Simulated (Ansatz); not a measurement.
Geometry optimisation, Ansatz 0.2.0, RKS PBE/def2-SVP.

Input:

```yaml
crystal:
  periodic: [false, false, false]
  atoms:
    - { symbol: B, position_ang: [0.081418, -0.603188, -0.301948] }
    - { symbol: F, position_ang: [-0.178077, 0.422676, 1.995831] }
    - { symbol: Cl, position_ang: [1.609309, 0.222773, -0.625844] }
    - { symbol: Cl, position_ang: [-1.456357, 0.011044, -0.915496] }
    - { symbol: "N", position_ang: [0.115126, -1.937253, 0.346991] }
    - { symbol: H, position_ang: [-0.706294, -2.543245, 0.343157] }
    - { symbol: H, position_ang: [1.005878, -2.40517, 0.519296] }
    - { symbol: H, position_ang: [-0.147404, -0.507137, 2.066012] }
basis:
  gaussian: { orbitals: def2-SVP }
hamiltonian:
  xc: pbe
relax:
  f_tol: 0.03
  max_steps: 50
```

Launched with:

```bash
$ ansatz run input.yaml --threads 2 --pin off --max-ram 3072MiB --backend cpu --events-out ev --progress --plain --runs-dir out
```

**Question.** Where does it end, and by what steps?

**Answer.** The run converged. After 7 steps the energy has fallen by 0.212 eV; F2 moved furthest, 0.43 Å.

```csv
step,energy less start (eV),largest force component (eV/Å),accepted
0,0.0000,2.049,yes
1,-0.1065,1.937,yes
2,-0.1824,1.113,yes
3,-0.2069,0.380,yes
4,-0.2026,0.349,no
5,-0.2118,0.072,yes
6,-0.2122,0.049,yes
7,-0.2123,0.008,yes
```

```xyz
8
Properties=species:S:1:pos:R:3
B 0.098 -0.625 -0.418
F -0.211 0.170 2.346
Cl 1.622 0.176 -0.797
Cl -1.428 -0.036 -1.077
N 0.101 -1.776 0.418
H -0.728 -2.371 0.482
H 0.979 -2.252 0.639
H -0.109 -0.626 1.836
```

Whether the end is a true minimum wasn't checked by a vibrational analysis.

Run time: 16 s on 2 threads of Arm Neoverse V1 (shared host), peak memory 0.14 GiB.
